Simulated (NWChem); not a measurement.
Molecule: C4H2N2; SMILES C#C/C=N/C#N

Q: Give the equilibrium geometry at PBE0/def2-SVP (NWChem) as an XYZ file, with the point group.

A: point group Cs; any orientation.
```
8

C      0.2192     2.9650     0.0000
C     -0.0413     1.7802     0.0000
C     -0.4243     0.4116     0.0000
N      0.4477    -0.5313     0.0000
C      0.0690    -1.8040     0.0000
N     -0.1568    -2.9465     0.0000
H      0.4688     4.0116     0.0000
H     -1.5094     0.2084     0.0000
```
